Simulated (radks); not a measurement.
Question: All-electron atom: Ga+ in [Ne] 3s2 3p4 3d10 4s2 5s2 (not the ground configuration). All-electron calculation, scalar-relativistic Kohn-Sham, TASK exchange with Perdew-Wang LDA correlation, spin-polarised, spherical densities, finite nucleus; open shells are filled with parallel spins first; meta-GGA in the generalised Kohn-Sham scheme; Fermi nuclear charge, rms radius 3.9973 fm. Program: a radial shooting solver on a logarithmic mesh with Libxc functionals. Some entries of the table are withheld. Estimate them.

orbital  occ.  eigenvalue (eV)  <r> (bohr)
1s up       1        -10316.40     0.04867
1s down     1        -10314.39     0.04866
2s up       1        -1324.353      0.2180
2s down     1        -1323.024      0.2179
2p up       3        -1159.382      0.1907
2p down     3        -1157.130      0.1907
3s up       1        -198.1587      0.6423
3s down     1        -194.3436      0.6451
3p up       3        -146.8875      0.6615
3p down     1        -142.8670      0.6660
3d up       5         -61.9048      0.7128
3d down     5         -58.1397      0.7263
4s up       1         -30.2953       1.805
4s down     1         -30.1461       1.817
5s up       1          -8.1993         (1)
5s down     1          -8.1355         (2)

Answer: 
(1) 5s up <r> (bohr): 4.738
(2) 5s down <r> (bohr): 4.769
